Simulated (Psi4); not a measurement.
Conformational energy of SMILES c1coc(c1)-c1ccc(s1)OC. Scanned: dihedral C1–O2–C3–S12; all other coordinates were relaxed at GFN2-xTB. Points at φ and −φ are mirror images.

Geometry of the scan point at 180° (Å):
```
20

C     -3.8730     0.8145     0.4205
O     -3.4164    -0.5145     0.3028
C     -2.0973    -0.6761     0.0645
C     -1.0940     0.2333    -0.0880
C      0.1540    -0.3802    -0.3260
C      0.0968    -1.7442    -0.3535
C      1.1651    -2.6738    -0.5679
C      1.1706    -4.0470    -0.6064
C      2.5075    -4.4285    -0.8526
C      3.2174    -3.2711    -0.9463
O      2.4177    -2.2037    -0.7761
S     -1.5329    -2.3119    -0.0808
H     -3.3848     1.3272     1.2550
H     -3.6967     1.3758    -0.5022
H     -4.9424     0.7448     0.6084
H     -1.2248     1.2984    -0.0354
H      1.0680     0.1659    -0.4727
H      0.3221    -4.6862    -0.4742
H      2.8862    -5.4256    -0.9466
H      4.2567    -3.0783    -1.1243
```

Method: PBE-D3(BJ)/def2-SVP // GFN2-xTB (Psi4).

Scanned values (°): -150, -120, -90, -60, -30, 0, 30, 60, 90, 120, 150, 180.

### Question
At which scan points does the profile have its minima and maxima, and how high do they lie?

### Answer
Lower than their neighbours: 0° (0.8 kJ/mol), 180° (0.0 kJ/mol). Higher than their neighbours: -120° (10.2 kJ/mol), 120° (10.2 kJ/mol). The whole profile spans 10.2 kJ/mol.
